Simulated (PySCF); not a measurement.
Gas-phase equilibrium of 1 mol GeCl₄, 0.77 mol H₂ at 1400 K and 0.00133 bar, among 17 species (GeH₄, Ge₂H₆, GeH₃Cl, HCl, GeCl₃, H, H₂, Ge₃H₈, GeHCl₃, GeH₃, GeCl₄, Cl, Cl₂, GeCl₂, GeHCl, GeH₂, GeH₂Cl₂). Only gases are allowed; each row takes one source of thermochemistry for all species, and Cantera finds the minimum.

Method: PySCF energies plus ideal-gas RRHO corrections (1 bar). † marks an energy on the PBE0/def2-TZVP geometry and frequencies; other levels use their own. CCSD(T) freezes the core. 6-31G* has spherical d functions here. Open shells (unrestricted) among the columns below: H (multiplicity 2), Cl (multiplicity 2, electronic degeneracy 6); the rest are closed-shell singlets. Spin-orbit splitting is ignored; it lowers the true energy and changes the entropy of Cl. Ge: all electrons, no relativistic terms. CCSD(T) isn't extrapolated to the basis-set limit. The harmonic model lacks anharmonicity and excited electronic states, which grow with temperature; levels with a mode under 35 cm⁻¹ are left out.

Molecules larger than those listed are left out, and so are free Ge atoms, whose spin-orbit terms are large.

Mole fractions:

| thermochemistry | x HCl | x GeCl₂ | x Cl | x H₂ | x GeCl₄ | x Cl₂ | x H |
|---|---|---|---|---|---|---|---|
| CCSD(T)/def2-SVP† | 0.52 | 0.33 | 0.14 | 9.0e-6 | 0.0060 | 5.2e-5 | 1.2e-6 |
| HF/6-31G* | 0.29 | 0.30 | 0.31 | 0.083 | 5.8e-8 | 3.1e-9 | 0.0063 |
| PBE0/def2-QZVP† | 0.56 | 0.32 | 0.073 | 5.2e-7 | 0.036 | 0.010 | 2.5e-7 |
| PBE0/def2-TZVP | 0.56 | 0.32 | 0.069 | 1.0e-6 | 0.041 | 0.0076 | 3.6e-7 |
| LDA/def2-TZVP† | 0.60 | 0.31 | 0.0011 | 1.8e-6 | 0.080 | 0.0090 | 1.0e-7 |
| ωB97X-V/def2-TZVP† | 0.58 | 0.31 | 0.043 | 3.8e-6 | 0.063 | 0.0020 | 3.9e-7 |
The most sensitive of these is Cl₂: it spans a factor of 10^6.5 over these rows; at this temperature one factor of ten is RT ln 10 = 27 kJ/mol.
